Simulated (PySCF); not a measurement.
H5Si2, doublet, geometry from GFN2-xTB, atoms displaced at random by about 0.08 Å a coordinate; PBE/def2-SVP, gradient (PySCF).

PySCF was given this input:
```python
from pyscf import gto, scf, dft

mol = gto.M(
    atom='''
Si    0.05810482   -0.01000750    1.10836726
Si    0.14604628   -0.11818115   -1.14071759
H    -1.26657136   -0.40656887    1.83709896
H     1.11145048   -0.60565221    1.77831811
H     0.07899104   -1.18616549   -1.71440296
H    -1.02118154    0.70574408   -1.59913900
H     1.28465795    0.67091196   -1.52279690
''',
    basis='def2-svp',
    spin=1,
    verbose=3,
)

mf = dft.UKS(mol)
mf.xc = 'pbe'
mf.grids.level = 0
mf.kernel()
g = mf.nuc_grad_method()
g.grid_response = False
grad = g.kernel()
```

Task: What does PySCF print? Leave out banner, timings and long lists.

Result: 
```
converged SCF energy = -581.280706838936  <S^2> = 0.75309977  2S+1 = 2.0030974
--------------- UKS gradients ---------------
         x                y                z
0 Si     0.0507074111    -0.0143735537    -0.0061738513
1 Si     0.0141933131    -0.1570594445    -0.0733592199
2 H    -0.0122900887    -0.0047031022     0.0092350537
3 H    -0.0409036508     0.0214064824    -0.0258952811
4 H     0.0064346885     0.1660870429     0.0859460975
5 H     0.0044296446    -0.0013382447     0.0014149531
6 H    -0.0241574776    -0.0106845315     0.0082503501
----------------------------------------------
```
